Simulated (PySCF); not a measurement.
**Structure revision by computed shifts**

A compound C₅H₆O₂ gives the data below (simulated from a calculation) and was assigned the structure `C=CC(=C)OC=O`.

13C{1H} NMR (computed): δ 168.2 (C), 149.4 (CH), 143.1 (CH2), 135.8 (CH), 102.4 (CH2).

1H NMR (500 MHz, computed): δ 8.01 (m, 1H), 7.10 (m, 1H), 6.36 (m, 1H), 6.34 (m, 1H), 5.17 (m, 1H), 4.91 (m, 1H).

[PySCF 2.14: coordinates at the GFN2-xTB level; GIAO PBE0/pcSseg-1 shieldings; isolated molecule; relativity neglected; a single conformation]

References, each an isolated molecule treated in the same way: 1H (σref 31.72), 13C (σref 186.93) against TMS.

(1) Compare with the shifts computed for the proposed structure, pairing carbons in order of shift.

(2) Which isomer fits?

Answers

(1) Numbering as in the mapped SMILES `[CH2:1]=[CH:2][C:3](=[CH2:4])[O:5][CH:6]=[O:7]`. Hydrogens are named by the atom that carries them.

| atom | computed for proposal | given list | difference |
| --- | --- | --- | --- |
| C6 | 162.7 | 168.2 | -5.5 |
| C3 | 157.9 | 149.4 | +8.5 |
| C2 | 140.3 | 143.1 | -2.8 |
| C1 | 122.5 | 135.8 | -13.3 |
| C4 | 114.4 | 102.4 | +12.0 |

The rms difference is 9.3 ppm and the largest -13.3 ppm at C1 (terminal =CH2 carbon). The carbon types in order of shift don't match either: CH, C, CH, CH2, CH2 for the proposal against C, CH, CH2, CH, CH2 in the data. The proposal doesn't fit.

(2) `C=COC(=O)C=C`.

Carbon types of the structure: 1 × C, 2 × CH, 2 × CH2, which accounts for all hydrogens. δC 149.4: alkene carbon bearing oxygen; an sp2 carbon further deshielded by the attached heteroatom. δC 143.1: β carbon of a C=C–C=O unit; conjugation with the carbonyl draws π density from the β position. δC 135.8: α carbon of a C=C–C=O unit; an sp2 carbon of a C=C bond. δC 102.4: β carbon of an enol-ether or enamine type C=C; the O or N lone pair pushes π density onto this β carbon and shields it.

The shifts were computed for this structure.

Shifts are as computed. Against solution values, carbons near 30 ppm lie about +3 ppm off and those near 130 ppm about +5 ppm. Of 1211 compounds with measured shifts, 218 miss one by over three times the rms of a fit or turn the order of signals round; such compounds aren't used in these exercises. Multiplicities follow the n + 1 count of equivalent neighbours, as no J values were calculated; m marks all less simple cases, F and P coupling included.
